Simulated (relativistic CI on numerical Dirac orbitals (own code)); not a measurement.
# Calculated levels, La¹⁰⁺

These numbers are calculated, not measured: Dirac-Coulomb-Breit CI, orbitals from a KLI potential per configuration, model QED (radiative potential, 1s self-energy scaled to tabulated hydrogen-like ionisation energies), valence Slater integrals scaled by 0.9, P86 correlation estimate, and configurations built on the next ion tied to the tabulated ionisation energy (semi-empirical) (own radial code, finite nucleus).

Configurations in the expansion (outside the closed core [Kr]): 4d10 5s, 4d10 5p, 4d10 5d, 4d10 6s, 4d10 4f, 4d10 5f, 4d10 5g, 4d9 5s 4f, 4d9 5s2, 4d10 6p, 4d8 5s 5p2, 4d9 5p2, 4d8 5s 4f2, 4d9 4f 5p, 4d9 4f2, 4d10 6d, 4d9 5s 5p, 4d10 7s, 4d10 7p, 4d10 6f, 4d9 5p 5d, 4d9 4f 5d, 4d10 7d, 4d8 5s 5d2. Levels of other configurations are missing.

| No. | Configuration | Term | J | E (cm⁻¹) | % | Landé g | Lifetime (s) | jj configuration (%) |
| --- | --- | --- | --- | --- | --- | --- | --- | --- |
| 41 | 4d9 5s 4f‡ | 2H° | 9/2 | 899013 | 54 | 1.002 | 5.75e-07 | 4d5/2^5 5s 4f5/2 (49) |
| 42 | 4d9 5s 5p‡ | 2F° | 5/2 | 899248 | 33 | 1.014 | 2.99e-09 | 4d3/2^3 4d5/2^6 5s 5p1/2 (48) |
| 43 | 4d9 5s 5p‡ | 4P° | 1/2 | 899477 | 40 | 1.141 | 1.20e-10 | 4d5/2^5 5s 5p3/2 (29) |
| 44 | 4d9 5s 4f‡ | 2D° | 5/2 | 900359 | 43 | 1.039 | 1.65e-08 | 4d5/2^5 5s 4f5/2 (51) |
| 45 | 4d9 5s 4f‡ | 4D° | 1/2 | 900971 | 62 | 0.551 | 5.66e-10 | 4d3/2^3 4d5/2^6 5s 4f5/2 (28) |
| 46 | 4d9 5s 4f‡ | 2F° | 7/2 | 901446 | 35 | 1.218 | 1.29e-08 | 4d5/2^5 5s 4f7/2 (76) |
| 47 | 4d9 5s 4f‡ | 4G° | 11/2 | 903143 | 62 | 1.203 | 1.76e-06 | 4d5/2^5 5s 4f7/2 (94) |
| 48 | 4d10 7p | 2P° | 1/2 | 903920 | 89 | 0.622 | 2.85e-11 | 7p1/2 (89) |
| 49 | 4d9 5s 4f‡ | 4D° | 3/2 | 903950 | 61 | 1.091 | 3.58e-10 | 4d3/2^3 4d5/2^6 5s 4f5/2 (28) |
| 50 | 4d9 5s 4f‡ | 4D° | 5/2 | 906548 | 46 | 1.221 | 2.85e-08 | 4d3/2^3 4d5/2^6 5s 4f7/2 (49) |
| 51 | 4d9 5s 5p‡ | 4D° | 7/2 | 906602 | 67 | 1.337 | 7.24e-08 | 4d5/2^5 5s 5p3/2 (91) |
| 52 | 4d9 5s 5p‡ | 2D° | 5/2 | 907356 | 46 | 1.270 | 5.94e-09 | 4d5/2^5 5s 5p3/2 (67) |
| 53 | 4d9 5s 4f‡ | 2H° | 9/2 | 907602 | 61 | 0.991 | 1.87e-06 | 4d5/2^5 5s 4f7/2 (70) |
| 54 | 4d9 5s 5p‡ | 2P° | 3/2 | 907969 | 50 | 1.170 | 1.04e-11 | 4d5/2^5 5s 5p3/2 (60) |
| 55 | 4d9 5s 4f‡ | 2F° | 7/2 | 908349 | 46 | 1.173 | 8.03e-10 | 4d5/2^5 5s 4f7/2 (39) |
| 56 | 4d9 5s 5p‡ | 2P° | 1/2 | 909254 | 81 | 0.538 | 6.01e-12 | 4d5/2^5 5s 5p3/2 (45) |
| 57 | 4d10 7p | 2P° | 3/2 | 910493 | 90 | 1.282 | 4.21e-11 | 7p3/2 (90) |
| 58 | 4d9 5s 4f‡ | 2D° | 5/2 | 911635 | 62 | 1.078 | 1.17e-09 | 4d5/2^5 5s 4f7/2 (48) |
| 59 | 4d9 5s 4f‡ | 2D° | 3/2 | 912405 | 70 | 0.847 | 1.14e-10 | 4d3/2^3 4d5/2^6 5s 4f5/2 (41) |
| 60 | 4d9 5s 4f‡ | 2G° | 7/2 | 913824 | 49 | 0.905 | 1.46e-09 | 4d3/2^3 4d5/2^6 5s 4f5/2 (44) |
| 61 | 4d9 5s 4f‡ | 4G° | 9/2 | 913955 | 35 | 1.070 | 1.25e-06 | 4d3/2^3 4d5/2^6 5s 4f5/2 (51) |
| 62 | 4d10 6f | 2F° | 5/2 | 914460 | 90 | 0.882 | 6.65e-11 | 6f5/2 (90) |
| 63 | 4d10 6f | 2F° | 7/2 | 915521 | 85 | 1.139 | 7.21e-11 | 6f7/2 (85) |
| 64 | 4d9 5s 4f‡ | 2D° | 3/2 | 917816 | 54 | 0.677 | 3.63e-09 | 4d3/2^3 4d5/2^6 5s 4f5/2 (62) |
| 65 | 4d9 5s 4f‡ | 2H° | 11/2 | 917963 | 52 | 1.161 | 8.70e-07 | 4d3/2^3 4d5/2^6 5s 4f7/2 (87) |
| 66 | 4d9 5s 4f‡ | 2F° | 5/2 | 919560 | 27 | 0.933 | 4.39e-09 | 4d3/2^3 4d5/2^6 5s 4f5/2 (74) |
| 67 | 4d9 5s 5p‡ | 4D° | 1/2 | 919689 | 44 | 1.228 | 7.40e-11 | 4d3/2^3 4d5/2^6 5s 5p3/2 (83) |
| 68 | 4d9 5s 4f‡ | 2G° | 9/2 | 922399 | 50 | 1.052 | 2.79e-06 | 4d3/2^3 4d5/2^6 5s 4f7/2 (62) |
| 69 | 4d9 5s 5p‡ | 2F° | 7/2 | 925552 | 45 | 1.151 | 5.07e-09 | 4d3/2^3 4d5/2^6 5s 5p3/2 (72) |
| 70 | 4d9 5s 4f‡ | 4G° | 7/2 | 926968 | 35 | 1.046 | 8.73e-09 | 4d3/2^3 4d5/2^6 5s 4f7/2 (45) |
| 71 | 4d9 5s 4f‡ | 4G° | 5/2 | 927050 | 45 | 0.785 | 5.40e-09 | 4d3/2^3 4d5/2^6 5s 4f7/2 (53) |
| 72 | 4d9 5s 5p‡ | 4D° | 3/2 | 927355 | 49 | 1.173 | 1.51e-10 | 4d3/2^3 4d5/2^6 5s 5p3/2 (87) |
| 73 | 4d9 5s 5p‡ | 2D° | 5/2 | 931200 | 41 | 1.237 | 5.90e-09 | 4d3/2^3 4d5/2^6 5s 5p3/2 (93) |
| 74 | 4d9 5s 4f‡ | 2G° | 9/2 | 931469 | 71 | 1.137 | 3.88e-07 | 4d3/2^3 4d5/2^6 5s 4f7/2 (88) |
| 75 | 4d9 5s 4f‡ | 2G° | 7/2 | 934468 | 65 | 0.976 | 3.48e-08 | 4d3/2^3 4d5/2^6 5s 4f7/2 (83) |
| 76 | 4d9 5s 4f‡ | 2F° | 5/2 | 941192 | 83 | 0.860 | 3.77e-09 | 4d3/2^3 4d5/2^6 5s 4f5/2 (52) |
| 77 | 4d9 5s 4f‡ | 2F° | 7/2 | 942046 | 67 | 1.094 | 1.17e-09 | 4d3/2^3 4d5/2^6 5s 4f5/2 (66) |
| 78 | 4d9 5s 5p‡ | 2P° | 3/2 | 942604 | 89 | 1.298 | 8.01e-12 | 4d5/2^5 5s 5p3/2 (86) |
| 79 | 4d9 5s 5p‡ | 2F° | 7/2 | 943113 | 90 | 1.148 | 5.96e-11 | 4d5/2^5 5s 5p3/2 (80) |
| 80 | 4d9 5s 5p‡ | 2D° | 5/2 | 950630 | 78 | 1.137 | 5.01e-11 | 4d5/2^5 5s 5p3/2 (80) |
| 81 | 4d9 5s 5p‡ | 2P° | 1/2 | 964340 | 93 | 0.628 | 1.39e-11 | 4d3/2^3 4d5/2^6 5s 5p3/2 (85) |
| 82 | 4d9 5s 5p‡ | 2F° | 5/2 | 968241 | 77 | 0.929 | 5.50e-11 | 4d3/2^3 4d5/2^6 5s 5p3/2 (83) |
| 83 | 4d10 7d | 2D | 3/2 | 969725 | 99 | 0.799 | 8.41e-11 | 7d3/2 (99) |
| 84 | 4d10 7d | 2D | 5/2 | 971261 | 100 | 1.200 | 9.07e-11 | 7d5/2 (100) |
| 85 | 4d9 5s 5p‡ | 2D° | 3/2 | 974904 | 90 | 0.829 | 4.89e-11 | 4d3/2^3 4d5/2^6 5s 5p3/2 (81) |
| 86 | 4d9 4f 5p‡ | 4D | 1/2 | 1003973 | 80 | 0.153 | 2.72e-10 | 4d5/2^5 4f5/2 5p1/2 (95) |
| 87 | 4d9 4f 5p‡ | 4D | 3/2 | 1008850 | 66 | 1.189 | 2.08e-10 | 4d5/2^5 4f5/2 5p1/2 (67) |
| 88 | 4d9 4f 5p‡ | 4P | 1/2 | 1010512 | 72 | 2.329 | 1.65e-10 | 4d5/2^5 4f5/2 5p1/2 (69) |
| 89 | 4d9 4f 5p‡ | 4P | 3/2 | 1017314 | 47 | 1.635 | 2.60e-10 | 4d5/2^5 4f7/2 5p1/2 (52) |
| 90 | 4d9 4f 5p‡ | 4D | 5/2 | 1018436 | 47 | 1.327 | 1.61e-10 | 4d5/2^5 4f7/2 5p1/2 (49) |
| 91 | 4d9 4f2‡ | 4F | 3/2 | 1026167 | 97 | 0.415 | 2.88e-09 | 4d5/2^5 4f5/2^2 (63) |
| 92 | 4d9 4f 5p‡ | 4G | 11/2 | 1026440 | 60 | 1.208 | 2.75e-10 | 4d5/2^5 4f7/2 5p1/2 (97) |
| 93 | 4d9 4f2‡ | 4F | 5/2 | 1027045 | 89 | 1.024 | 3.37e-09 | 4d5/2^5 4f5/2^2 (45) |
| 94 | 4d9 4f2‡ | 4F | 7/2 | 1028628 | 83 | 1.227 | 7.17e-09 | 4d5/2^5 4f5/2 4f7/2 (67) |
| 95 | 4d9 4f 5p‡ | 4I | 11/2 | 1029769 | 42 | 0.997 | 2.90e-10 | 4d5/2^5 4f5/2 5p1/2 (91) |
| 96 | 4d9 4f 5p‡ | 4I | 13/2 | 1030110 | 36 | 1.139 | 2.69e-10 | 4d5/2^5 4f7/2 5p1/2 (96) |
| 97 | 4d9 4f 5p‡ | 4G | 9/2 | 1030898 | 29 | 1.121 | 2.85e-10 | 4d5/2^5 4f5/2 5p1/2 (70) |
| 98 | 4d9 4f2‡ | 4F | 9/2 | 1031882 | 69 | 1.258 | 6.39e-10 | 4d5/2^5 4f5/2 4f7/2 (40) |
| 99 | 4d9 4f 5p‡ | 4P | 3/2 | 1036903 | 39 | 1.504 | 1.31e-10 | 4d5/2^5 4f5/2 5p3/2 (89) |
| 100 | 4d9 4f 5p‡ | 4D | 5/2 | 1038279 | 32 | 1.162 | 2.32e-10 | 4d5/2^5 4f5/2 5p1/2 (56) |
| 101 | 4d9 4f 5p‡ | 2F | 5/2 | 1038763 | 25 | 1.097 | 1.72e-10 | 4d5/2^5 4f5/2 5p1/2 (46) |
| 102 | 4d9 4f 5p‡ | 4F | 7/2 | 1038955 | 29 | 1.121 | 2.08e-10 | 4d5/2^5 4f5/2 5p1/2 (67) |
| 103 | 4d9 4f 5p‡ | 2D | 3/2 | 1039082 | 30 | 0.919 | 2.45e-10 | 4d5/2^5 4f5/2 5p1/2 (65) |
| 104 | 4d9 4f 5p‡ | 4I | 9/2 | 1039935 | 48 | 0.851 | 2.92e-10 | 4d5/2^5 4f5/2 5p1/2 (56) |
| 105 | 4d9 4f 5p‡ | 2P | 1/2 | 1040020 | 66 | 0.864 | 1.17e-10 | 4d5/2^5 4f5/2 5p3/2 (67) |
| 106 | 4d9 4f 5p‡ | 4P | 5/2 | 1040369 | 37 | 1.328 | 1.75e-10 | 4d5/2^5 4f5/2 5p3/2 (35) |
| 107 | 4d9 4f2‡ | 4D | 7/2 | 1040542 | 67 | 1.337 | 2.00e-09 | 4d5/2^5 4f5/2 4f7/2 (44) |
| 108 | 4d9 4f 5p‡ | 2F | 7/2 | 1041175 | 32 | 1.228 | 1.86e-10 | 4d5/2^5 4f7/2 5p1/2 (45) |
| 109 | 4d9 4f 5p‡ | 4G | 7/2 | 1042231 | 20 | 1.027 | 2.85e-10 | 4d5/2^5 4f5/2 5p1/2 (30) |
| 110 | 4d9 4f2‡ | 4D | 5/2 | 1042313 | 36 | 1.288 | 2.31e-10 | 4d5/2^5 4f5/2^2 (23) |

Energies count from the lowest computed level; ° marks odd parity; lifetimes are radiative, by E1, M1, E2, M2, E3 decay to levels of this space only. Filled j subshells are mostly left out of the jj labels. ‡ marks configurations that were not tied to measured data.

The mean weight of the leading LS term, summed over parents, in these 70 levels is 58 %, and that of the leading jj configuration (from the same eigenvectors) 66 %.

Configurations that consist of the next ion and one excited electron were tied to the tabulated ionisation energy; Rydberg ones are usually within 1,000 to 3,000 cm⁻¹ and the lowest ones within about 6,000 (9,000 in d shells), while levels on excited terms of the next ion carry the error of that term, and the other configurations can be misplaced by 10,000 cm⁻¹ or more. Rates follow the energies as ν³ (E1, M1) or ν⁵ (E2), so rates, branching and lifetimes can be off by large factors. Levels and lines within the n = 5 or 6 shells can be off by up to 10 % or somewhat more, and those that change n by about 2 %, since core polarisation is missing. Levels that differ in their count of f electrons can be misplaced by several ten thousand cm⁻¹, since the correlation energy of f electrons is missing or only estimated; rates across such gaps can be off by orders of magnitude.

LS names give the leading component of a level, which can be under half, so a name can repeat, a term be missing and a line seem to break the LS rules.
